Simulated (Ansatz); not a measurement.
Isolated molecules relaxed with PBE0-D4/def2-TZVP in Ansatz; ΔE leaves out vibrations. CCSD(T)/CBS is the MP2 limit (def2-TZVPP, def2-QZVPP) plus CCSD(T) − MP2 in def2-TZVPP, frozen cores. Functionals use def2-TZVPP. B3LYP here is the variant with VWN-RPA as its local correlation; programs differ in this. def2 core potentials past Kr. For Sn outer-core shells are correlated without core-valence functions, which leaves a few kJ/mol of doubt a bond. Each species was taken in one conformer, which may not be the lowest.

Reaction (ligand exchange at the Si–C bond): `O[SiH2][CH2][SnH3]` + `[CH3][AlH][OH]` → `[CH3][AlH][O][SiH2]O` + `[CH3][SnH3]`

CCSD(T)/CBS gives -120.8 kJ/mol.

(1) Another level gave -151.1 kJ/mol. Which?
A. PBE0/def2-TZVPP
B. r2SCAN-D4/def2-TZVPP
C. HF/def2-TZVPP
D. B3LYP/def2-TZVPP

Largest T1 diagnostic among the species: 0.012.

Results:

(1) C. HF/def2-TZVPP -151.1, r2SCAN-D4 -122.9, B3LYP -132.3, PBE0 -118.7 kJ/mol.

In def2-TZVPP, CCSD(T) changes the Hartree–Fock value by +27.8 kJ/mol (the triples alone add +4.1 kJ/mol) and MP2 by +28.5 kJ/mol. From PBE to PBE0 (25 % exact exchange), in def2-TZVPP and without D4, ΔE moves by −5.5 kJ/mol.
